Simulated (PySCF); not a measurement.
C₃H₄FNSi, SMILES F[Si@H]1C=CC=N1.

Geometry optimised at ωB97X-D3(BJ)/def2-SVP. The structure was generated by enumeration; whether it is a known compound was not checked.

Level of theory: TDA-PBE/def2-SVPD (PySCF).

Vertical excitations. Gas-phase values at a fixed geometry.

```tsv
state	energy (eV)	λ (nm)	f	main pairs
S1	3.05	407	0.001	HOMO→LUMO 100 %
S2	4.71	263	0.032	HOMO−1→LUMO 65 %, HOMO−2→LUMO 28 %
S3	4.93	251	0.033	HOMO−2→LUMO 71 %, HOMO−1→LUMO 24 %
S4	5.91	210	0.006	HOMO−3→LUMO 64 %, HOMO→LUMO+1 29 %
S5	5.98	207	0.007	HOMO→LUMO+1 69 %, HOMO−3→LUMO 25 %
S6	6.35	195	0.020	HOMO→LUMO+2 89 %
S7	6.46	192	0.016	HOMO−4→LUMO 53 %, HOMO−1→LUMO+1 33 %
S8	6.60	188	0.017	HOMO→LUMO+3 93 %
S9	6.76	183	0.001	HOMO−5→LUMO 95 %
S10	6.98	178	0.010	HOMO→LUMO+4 97 %
T1	2.60	477	0	HOMO→LUMO 99 %
T2	3.04	408	0	HOMO−1→LUMO 98 %
T3	4.39	283	0	HOMO−2→LUMO 99 %
T4	5.20	239	0	HOMO−3→LUMO 42 %, HOMO−4→LUMO 40 %, HOMO−1→LUMO+1 13 %
```
Triplets are in the Tamm–Dancoff approximation.
